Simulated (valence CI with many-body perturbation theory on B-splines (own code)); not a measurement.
The numbers below are computed, except where a source is named.
**A CI+MBPT run for Ru XXXI**

Level of theory: configuration interaction combined with many-body perturbation theory (CI+MBPT): four valence electrons over a frozen Dirac-Fock core [Ne], a basis of 6 s, 6 p, 5 d, 3 f, 1 g functions for each j, with the one-electron correlation potential Σ1 (screened to all orders), the two-electron term Σ2, the three-electron term Σ3, Breit, model QED; selected single and double excitations, second order for the rest (own B-spline code, finite nucleus).

Command, and the settings that its task file holds:

```sh
python run_cv.py task.json out
```

```
atom Ru  Z=44  mass_number=102  rms_radius_fm=4.4809
core [Ne]
valence 3s2 3p2
avg = 1
basis = S
breit = 1
cap = 10000
capref = 1200
cscale = 1
de = 0.0
dress = 0
eps = 2e-08
h = 0.27
hh = 1
l2 = 3
lcore = 6
maxit = 60
n2 = 5
natural = 1
nlev = 21
nno = [3, 3, 3, 2, 1]
nroot = 26
nsp = [3, 3, 2, 1, 0]
pt2 = 1
qed = 1
rpa = 1
s1 = 1
s2 = -1
s3 = 1
screen = 1
tol = 2e-05
```

It took 20 s on 1 thread of Arm Neoverse N1, with other jobs on the host.

Log. The first blocks belong to the next ion, which gives the ionisation energy. Fields: 2J, parity (1 odd), roots, reference size, generating configurations, candidates as configurations/state functions, variational space P, stored matrix elements, Davidson steps; e2 is the range of second-order energies in hartree. The first line gives the box (bohr), its intervals, the orbitals and the steps of their self-consistent field. Window is the range of levels sought, series limit the energy at which the first omitted orbital would enter, core excitation an estimate of the first excitation out of the core, left out the lowest levels not solved, and shifts from estimates the range by which levels moved from their first estimate, all in cm⁻¹.

```
rmax 2.7 intervals 57 orbitals 36 references ['3s2 3p2', '3s 3p3', '3s2 3p 3d', '3p4', '3s 3p2 3d'] scf 4 t 1.1
2J=1 par=1 roots 2 ref 37 generators 6 cand 1120/1674 P 690/1000 nnz 0 it 0
2J=1 par=1 roots 2 ref 37 generators 9 cand 610/916 P 918/1356 nnz 0 it 4
   second order: generators 16 cand 1075/1593 e2 -0.00000 -0.00000
reference levels 484, estimated 53, window 1496227 1/cm; series limit 9626240, core excitation 21318993
2J=0 par=0 roots 3 ref 24 generators 12 cand 1560/2633 P 1882/2903 nnz 7.3e+05 it 4
2J=0 par=0 roots 3 ref 24 generators 14 cand 1544/2814 P 2311/3705 nnz 1.1e+06 it 5
   second order: generators 21 cand 3191/6587 e2 -0.00001 -0.00000
2J=2 par=0 roots 2 ref 41 generators 8 cand 2809/11439 P 1136/3557 nnz 1.6e+06 it 4
2J=2 par=0 roots 2 ref 41 generators 11 cand 2762/11409 P 2049/7149 nnz 5e+06 it 5
   second order: generators 18 cand 3511/16145 e2 -0.00003 -0.00002
2J=4 par=0 roots 3 ref 62 generators 13 cand 3319/17951 P 1167/3586 nnz 1.5e+06 it 5
2J=4 par=0 roots 3 ref 62 generators 19 cand 2976/16927 P 2484/9999 nnz 9e+06 it 7
   second order: generators 25 cand 3116/21599 e2 -0.00005 -0.00002
2J=4 par=1 roots 8 ref 65 generators 19 cand 3289/17835 P 1073/3590 nnz 1.6e+06 it 5
2J=4 par=1 roots 8 ref 65 generators 22 cand 3020/16810 P 2404/10000 nnz 9.1e+06 it 9
   second order: generators 35 cand 4341/26991 e2 -0.00011 -0.00003
2J=2 par=1 roots 7 ref 53 generators 18 cand 3023/12554 P 1261/3569 nnz 1.5e+06 it 5
2J=2 par=1 roots 7 ref 53 generators 21 cand 3177/14223 P 2865/9998 nnz 8.3e+06 it 9
   second order: generators 36 cand 4485/23279 e2 -0.00003 -0.00001
2J=6 par=1 roots 4 ref 57 generators 14 cand 2940/17417 P 1034/3567 nnz 1.6e+06 it 5
2J=6 par=1 roots 4 ref 57 generators 20 cand 3684/22733 P 2338/9998 nnz 9.3e+06 it 7
   second order: generators 30 cand 4211/32150 e2 -0.00007 -0.00003
2J=0 par=1 roots 2 ref 20 generators 8 cand 2261/3830 P 1470/2371 nnz 0 it 4
2J=0 par=1 roots 2 ref 20 generators 11 cand 1888/3199 P 2027/3345 nnz 9.8e+05 it 5
   second order: generators 17 cand 3436/6600 e2 -0.00002 -0.00001
2J=8 par=1 roots 1 ref 38 generators 5 cand 2464/12684 P 857/3344 nnz 1.8e+06 it 4
2J=8 par=1 roots 1 ref 38 generators 10 cand 3227/18253 P 1312/5391 nnz 3.5e+06 it 5
   second order: generators 13 cand 3477/21352 e2 -0.00005 -0.00005
left out: unestimated 2173282, estimated 1767961, shifts from estimates -9 to 34
operators 0.8
```

The Davidson iterations converged. The settings are bad on purpose, so the numbers may not be properties of the ion.

The last digits are not significant, and no measured levels were compared; by estimate large intervals hold to a few tenths of a per cent, small ones and those within an open d or f shell to about a per cent.

```yaml
Valence_energy: -276.0922 hartree
Ionisation_energy: "1741.5 eV (NIST: 1743 ± 4 eV (semi-empirical))"
Reference_configurations_for_the_orbitals: 3s2 3p2, 3s 3p3, 3s2 3p 3d, 3p4, 3s 3p2 3d
Radial_orbitals: 36
Box_radius: 2.719 bohr
Largest_variational_space: 10000
Lowest_levels: (3s^2 3p1/2^2) J=0 0.00, (3s^2 3p1/2 3p3/2) J=1 25.62, (3s^2 3p1/2 3p3/2) J=2 30.42, (3s^2 3p3/2^2) J=2 59.59, (3s^2 3p3/2^2) J=0 70.68, (3s 3p1/2^2 3p3/2) J=2 97.78, (3s 3p1/2^2 3p3/2) J=1 113.89, (3s 3p1/2 3p3/2^2) J=2 [a] 122.96, (3s 3p1/2 3p3/2^2) J=3 130.53, (3s^2 3p1/2 3d3/2) J=2 135.46, (3s 3p1/2 3p3/2^2) J=0 141.15, (3s 3p1/2 3p3/2^2) J=1 [a] 144.08, (3s 3p1/2 3p3/2^2) J=2 [b] 149.01, (3s^2 3p1/2 3d5/2) J=3 154.68 eV
```

Levels are named by their leading jj configuration (3d3/2^4 stands for four electrons in 3d with j = 3/2), which in mixed levels can hold well under half, so a name can repeat and another be missing. Letters in brackets count levels of one name in rising energy.
